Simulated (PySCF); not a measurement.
Choosing a molecule for a target property.

Each SMILES stands for a single optimised conformer of the isolated species, non-relativistic unless stated. Electronic properties by PySCF.

Dipoles, sizes and rotational constants follow the conformer. The torsions of the flexible species, by atom-mapped SMILES:
- `[CH:1]#[C:2][C@@H:3]1[C:4](=[O:5])[O:6][CH:7]=[C:8]1[CH:9]([F:10])[F:11]`: C7–C8–C9–F10 105°

The conformers of `CC1=C(C)CP(C)(=O)C1`, `C/C=C\P1CCOCC1`, `O=P12CCC(CC1)CC2` and `O=P1(C(F)(F)F)CCPCC1` aren't listed.

(1) Wanted: HOMO energy between -7.7 eV and -6.7 eV (PBE0/pcSseg-1) and HOMO–LUMO gap above 7.8 eV (PBE0/pcSseg-1), at GFN2-xTB geometries. Which candidate meets both?
A. `FC(C1=COC([C@H]1C#C)=O)F`
B. `CC1=C(C)CP(C)(=O)C1`
C. `O=P1(C(F)(F)F)CCPCC1`
D. `C/C=C\P1CCOCC1`
E. `C=[P@@]1(C)C[C@@H](C)[C@H]1[SiH3]`
F. `O=P12CCC(CC2)CC1`

Answers

(1) F. Computed values:
```csv
species,HOMO energy,HOMO–LUMO gap
FC(C1=COC([C@H]1C#C)=O)F,-8.01 eV,6.64 eV
O=P1(C(F)(F)F)CCPCC1,-7.48 eV,7.75 eV
O=P12CCC(CC2)CC1,-7.22 eV,7.90 eV
CC1=C(C)CP(C)(=O)C1,-6.94 eV,7.32 eV
C/C=C\P1CCOCC1,-6.46 eV,6.39 eV
C=[P@@]1(C)C[C@@H](C)[C@H]1[SiH3],-5.39 eV,5.91 eV
```
